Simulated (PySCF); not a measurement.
Geometries of 2 isomers of C3H6BF3, from PySCF, PBE0-D3(BJ)/def2-SVP geometry optimisation, gas phase. One conformer each, no zero-point energy, no frequencies.

Question: Which is lower in electronic energy at this level?
A.
```xyz
13
angstrom
C      1.987   -0.706   -0.075
B      0.433   -0.652   -0.180
C     -0.365    0.673    0.105
C     -1.861    0.563    0.087
F     -2.460    1.731    0.358
F     -2.297   -0.319    0.996
F     -2.311    0.161   -1.107
H      2.489    0.245    0.155
H      2.249   -1.441    0.710
H      2.417   -1.130   -0.999
H     -0.168   -1.658   -0.489
H     -0.051    1.100    1.073
H     -0.059    1.420   -0.650
```
B.
```xyz
13
angstrom
B      0.040    0.066    0.018
C      1.596    0.039   -0.024
H      1.911   -0.481   -0.948
H      1.988   -0.594    0.791
H      2.079    1.025    0.010
C     -0.819    1.367    0.021
H     -0.497    2.018    0.852
H     -1.906    1.221    0.078
H     -0.586    1.940   -0.895
C     -0.744   -1.343    0.029
F      0.040   -2.432    0.043
F     -1.527   -1.446   -1.062
F     -1.545   -1.432    1.109
```

Answer: B. That is BMe2(CF3) (`CB(C)C(F)(F)F`), 2.7 kcal/mol below the other.

```csv
SMILES,atoms numbered as above,E (Eh),relative (kcal/mol),relative (kJ/mol),dipole (D)
CB(C)C(F)(F)F,–,-441.54440,0.0,0.0,2.55
CBCC(F)(F)F,[CH3:1][BH:2][CH2:3][C:4]([F:5])([F:6])[F:7],-441.54013,2.7,11.2,2.84
```
